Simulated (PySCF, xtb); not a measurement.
disulfane cation (H₂S₂), SMILES SS (connectivity only; charge and spin as stated), charge +1, multiplicity 2.

Coordinates come from a PBE0-D3(BJ)/def2-TZVP optimisation. The multiplicity is an assumed one; other spin states were not compared.

The numbers are results of PySCF with C-PCM-ωB97X/def2-TZVPD, not measurements.

The values are the electrostatic part of the solvation free energy, E(continuum) − E(gas) at the gas-phase geometry, in a cavity of scaled van der Waals radii (PySCF's table); cavitation and dispersion terms are not included.

```json
[
 {"solvent": "water", "ε": "78.36", "ΔG(elec) (kcal/mol)": "-67.0"},
 {"solvent": "tetrahydrofuran", "ε": "7.43", "ΔG(elec) (kcal/mol)": "(withheld)"},
 {"solvent": "chloroform", "ε": "4.71", "ΔG(elec) (kcal/mol)": "-53.4"}
]
```

### Question
Some entries are withheld; supply them. (Estimate from the structure and the level; the computed values follow.)

### Answer

- tetrahydrofuran, ΔG(elec) (kcal/mol): -58.6

For comparison, GFN2-xTB/ALPB(water) (xtb, at the GFN2-xTB geometry, all terms of that model) gives -64.5 kcal/mol.
